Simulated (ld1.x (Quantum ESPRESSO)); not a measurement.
**Scattering properties, PAW potential for tellurium (Te)**

ld1.x (Quantum ESPRESSO) 7.5 input, shortened:

```
&input
   title='Te', zed=52., rel=2, dft='PZ', iswitch=3,
   config='[Kr] 4d10 4f-2 5s2 5p4', rel_dist='average'
 /
 &inputp
   pseudotype=3, lpaw=.true., tm=.true., lloc=-1, rcloc=1.35,
   nlcc=.false.,
   which_augfun='PSQ', rmatch_augfun_nc=.true.
 /
8
5S  1  0   2.00   0.00  1.30  1.70  0.0
5S  1  0   0.00  -0.05  1.30  1.70  0.0
4P  2  1   6.00   0.00  1.45  1.60  0.0
5P  3  1   4.00   0.00  1.45  1.60  0.0
4D  3  2  10.00   0.00  1.25  1.60  0.0
4D  3  2   0.00   0.30  1.25  1.60  0.0
4F  4  3  -2.00  -0.10  1.65  1.90  0.0
4F  4  3  -2.00   1.95  1.65  1.90  0.0
 &test
   configts(1)='4p6 4d10 5s2 5p4'
 /
```

Open shells are filled in proportion to 2j + 1 (rel_dist='average').

The phase is arctan(r·u′/u) with u = r·R(r), unwrapped; energies in Ry, scanned from -10 to 5 Ry. A pole is an energy at which the radial function vanishes at the test radius. The pseudo phase is shifted by a multiple of π to meet the all-electron one at the reference energy, and phase errors are pseudo minus all-electron; the curves can meet again beyond the range given. Levels narrower than the energy grid can be missing from the lists of poles.

| channel | radius (bohr) | reference energy (Ry) | poles, all-electron | poles, pseudo | unbroken range about the reference energy with phases within 0.05 rad | phase error 1 Ry above the reference energy (rad) |
| --- | --- | --- | --- | --- | --- | --- |
| s | 2.05 | -1.13 | 2.12 | -9.98, 2.11 | above -9.9 | -0.000 |
| p1/2 | 2.05 | -0.49 | -8.85, 3.70 | -8.85, 3.44 | the whole range | -0.004 |
| p3/2 | 2.05 | -0.43 | -8.12, 4.13 | -8.12, 3.80 | the whole range | -0.004 |
| d3/2 | 2.05 | -3.13 | -2.93 | -2.93, 4.62 | below 1.7 | -0.001 |
| d5/2 | 2.05 | -3.02 | -2.81 | -2.81, 4.65 | below 1.8 | -0.001 |
| f5/2 | 2.05 | -0.10 | 3.03 | 3.03 | below 4.8 | -0.000 |
| f7/2 | 2.05 | -0.10 | 3.05 | 3.04 | below 4.9 | +0.000 |

The ghost test of this file was not conclusive.

Phases in the p3/2 channel:

```tsv
E (Ry)	all-electron	pseudo
-10.00	1.396	1.396
-9.52	1.388	1.388
-9.04	1.376	1.375
-8.56	1.343	1.342
-8.08	-1.630	-1.630
-7.60	-1.738	-1.738
-7.12	-1.758	-1.758
-6.64	-1.772	-1.772
-6.16	-1.784	-1.785
-5.68	-1.798	-1.798
-5.20	-1.812	-1.813
-4.72	-1.829	-1.830
-4.24	-1.849	-1.850
-3.76	-1.874	-1.875
-3.28	-1.905	-1.906
-2.80	-1.946	-1.947
-2.32	-2.003	-2.004
-1.84	-2.085	-2.087
-1.36	-2.218	-2.219
-0.88	-2.452	-2.452
-0.40	-2.892	-2.892
0.08	-3.531	-3.533
0.56	-4.022	-4.026
1.04	-4.286	-4.292
1.52	-4.434	-4.441
2.00	-4.525	-4.534
2.48	-4.588	-4.598
2.96	-4.634	-4.647
3.44	-4.671	-4.687
3.92	-4.701	-4.721
4.40	-4.727	-4.753
4.88	-4.750	-4.785
```
